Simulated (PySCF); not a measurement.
SMILES C[NH2+][C@H]1C[C@@H]1[SiH3], [C4H12NSi]+, charge +1

Geometry (Å), atoms numbered from 1 in this order:
```xyz
18

C     1.971    1.129   -0.650
N     1.532   -0.276   -0.510
C     0.060   -0.422   -0.560
C    -0.547   -1.624    0.086
C    -0.710   -0.268    0.714
Si   -2.406    0.625    0.732
H     3.052    1.202   -0.556
H     1.674    1.512   -1.624
H     1.500    1.734    0.122
H     1.964   -0.847   -1.248
H     1.853   -0.643    0.395
H    -0.346   -0.047   -1.489
H    -1.398   -2.077   -0.398
H     0.106   -2.347    0.551
H    -0.101   -0.101    1.595
H    -2.063    2.040    0.872
H    -3.150    0.077    1.854
H    -3.001    0.338   -0.572
```

Total charge +1.

Computed with TDDFT LC-wPBE/def2-SVPD circular dichroism and optical rotation, one conformer, gas phase (PySCF). Geometry: GFN2-xTB.

The molecule is flexible and this is one conformer; a measurement averages over conformers.

Task: Draw the ECD and absorption spectra from the lowest 16 states, each a Gaussian of half-width 0.25 eV at 1/e height.

Result: 
| E (eV) | λ (nm) | Δε (L mol⁻¹ cm⁻¹) | ε (L mol⁻¹ cm⁻¹) |
| --- | --- | --- | --- |
| 8.16 | 152 | +0.04 | 20.8 |
| 8.26 | 150 | +0.18 | 87.8 |
| 8.36 | 148 | +0.56 | 271 |
| 8.46 | 147 | +1.28 | 612 |
| 8.56 | 145 | +2.34 | 1040 |
| 8.66 | 143 | +4.06 | 1420 |
| 8.76 | 142 | +7.86 | 1770 |
| 8.86 | 140 | +15.07 | 2280 |
| 8.96 | 138 | +23.06 | 2980 |
| 9.06 | 137 | +24.88 | 3790 |
| 9.16 | 135 | +16.75 | 4860 |
| 9.26 | 134 | +4.81 | 6490 |
| 9.36 | 132 | +0.46 | 8200 |
| 9.46 | 131 | +8.48 | 8800 |
| 9.56 | 130 | +21.32 | 7800 |
| 9.66 | 128 | +26.76 | 6140 |
| 9.76 | 127 | +19.87 | 5160 |
| 9.86 | 126 | +3.72 | 5330 |
| 9.96 | 124 | -17.41 | 6470 |
| 10.06 | 123 | -38.62 | 8560 |
| 10.16 | 122 | -51.00 | 11900 |
| 10.26 | 121 | -47.02 | 16000 |

Δε uses R in velocity form, ε uses f in length form. Only the states computed contribute, so the short-wavelength end is incomplete.
